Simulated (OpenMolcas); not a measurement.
Pd4+ (d6) among equal point charges was computed by CASSCF with the d shell active (OpenMolcas, ANO-RCC-VDZP on the metal). Its lowest spin-free states, and all those of the highest spin:

| 2S+1 | Degeneracy | E (cm-1) |
| --- | --- | --- |
| 5 | 2 | 0.0 |
| 5 | 3 | 4878 |
| 3 | 3 | 19075 |
| 3 | 2 | 21655 |
| 3 | 3 | 23270 |
| 3 | 3 | 23443 |
| 3 | 1 | 25197 |
| 3 | 1 | 26408 |
| 3 | 3 | 26604 |
| 3 | 3 | 27712 |
| 3 | 2 | 28437 |
| 3 | 3 | 29182 |

Is the site octahedral, tetrahedral or cube-like, axial, or of lower symmetry?

The states with 2S+1 = 5 have orbital degeneracies 2, 3. Threefold states need a cubic site. For d6 at this spin an octahedron puts the threefold T2 below the twofold E and a tetrahedron or cube puts the twofold E below the threefold T2, so the site is a tetrahedron or a cube, which this pattern cannot tell apart. The first gap at this spin, 4880 cm-1, is |10Dq| in ligand-field theory. The run had Pd4+ among 8 point charges of -0.96 e arranged as a cube (Oh), 1.78 Å from the ion.

An orbital doublet at a regular site is open to a Jahn-Teller distortion, which this geometry leaves out. Without dynamic correlation the repulsion within the d shell is too large (B by tens of per cent), so at a given field states of lower spin stand too high. Point charges give a weaker field than real ligands, and real ions of this kind are as a rule low spin; the high spin found here belongs to the model. The ground term spreads over less than 5000 cm-1, several times less than with real ligands, so orbital moments are less quenched and χT lies further from the spin-only value than at real sites. Point charges carry no covalency, so the field is a model and not that of real ligands. No measured value stands beside these numbers.
